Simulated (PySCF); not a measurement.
Molfile (atoms numbered from 1):
```
C7H6ClF
     RDKit          3D

 15 15  0  0  0  0  0  0  0  0999 V2000
    2.8008    0.4163    0.4690 C   0  0  0  0  0  0  0  0  0  0  0  0
    1.7864   -0.1249    0.1375 C   0  0  0  0  0  0  0  0  0  0  0  0
    0.5460   -0.7587   -0.2770 C   0  0  2  0  0  0  0  0  0  0  0  0
   -0.0828    0.0214   -1.4058 C   0  0  0  0  0  0  0  0  0  0  0  0
   -1.0893    0.7674   -0.9860 C   0  0  0  0  0  0  0  0  0  0  0  0
   -1.2966    0.6142    0.4948 C   0  0  1  0  0  0  0  0  0  0  0  0
   -2.6179    0.5538    0.8535 F   0  0  0  0  0  0  0  0  0  0  0  0
   -0.5188   -0.6701    0.8362 C   0  0  1  0  0  0  0  0  0  0  0  0
   -1.6041   -2.0846    0.7357 Cl  0  0  0  0  0  0  0  0  0  0  0  0
    3.6980    0.8746    0.7614 H   0  0  0  0  0  0  0  0  0  0  0  0
    0.7522   -1.7971   -0.5526 H   0  0  0  0  0  0  0  0  0  0  0  0
    0.3058   -0.0357   -2.4060 H   0  0  0  0  0  0  0  0  0  0  0  0
   -1.7094    1.4250   -1.5665 H   0  0  0  0  0  0  0  0  0  0  0  0
   -0.8774    1.4725    1.0427 H   0  0  0  0  0  0  0  0  0  0  0  0
   -0.0972   -0.6663    1.8410 H   0  0  0  0  0  0  0  0  0  0  0  0
  1  2  3  0
  2  3  1  0
  3  4  1  0
  4  5  2  0
  5  6  1  0
  6  7  1  0
  6  8  1  0
  8  9  1  0
  8  3  1  0
  1 10  1  0
  3 11  1  6
  4 12  1  0
  5 13  1  0
  6 14  1  1
  8 15  1  1
M  END
```

Geometry: GFN2-xTB; GIAO shifts from PySCF 2.14, gas phase, non-relativistic, averaged over equivalent atoms.

At KT3/pcSseg-1 (190 basis functions, 44 s wall time on 1 thread of an Arm Neoverse V1, shared host):
```tsv
atoms	δ (ppm)
C5	129.0
C4	128.2
C6	98.7
C2	75.8
C8	71.8
C1	67.7
C3	49.8
F7	-226.9
H14	6.17
H13	5.91
H12	5.91
H15	4.65
H11	3.96
H10	1.75
```

δ = σ(ref) − σ, references computed at the same level: 13C (184.72 ppm), 1H (31.76 ppm) against TMS; 19F (142.37 ppm) against CFCl3.

Problem. Predict the values at PBE0/pcSseg-1 on the same geometry.

Solution. 
| atoms | δ at PBE0/pcSseg-1 | change |
| --- | --- | --- |
| C5 | 140.6 | +11.6 |
| C4 | 140.5 | +12.3 |
| C6 | 100.1 | +1.4 |
| C2 | 85.6 | +9.8 |
| C8 | 72.3 | +0.5 |
| C1 | 79.3 | +11.6 |
| C3 | 48.9 | -0.9 |
| F7 | -217.0 | +9.9 |
| H14 | 6.11 | -0.06 |
| H13 | 6.12 | +0.21 |
| H12 | 6.12 | +0.21 |
| H15 | 4.60 | -0.05 |
| H11 | 3.80 | -0.16 |
| H10 | 1.74 | -0.01 |

δ = σ(ref) − σ, references computed at the same level: 13C (σref 186.93), 1H (σref 31.72) against TMS; 19F (σref 170.95) against CFCl3.

The largest change is at C4 (alkene CH). Cost: 190 basis functions, 29 s wall time on 1 thread of an Arm Neoverse V1, shared host. The order of the carbon signals changes between the two levels.

Carbons that carry Cl, above all several Cl atoms, come out too deshielded, partly because spin–orbit coupling is missing. Unscaled 19F shifts against computed CFCl3 carry errors that often reach 10 to 50 ppm.
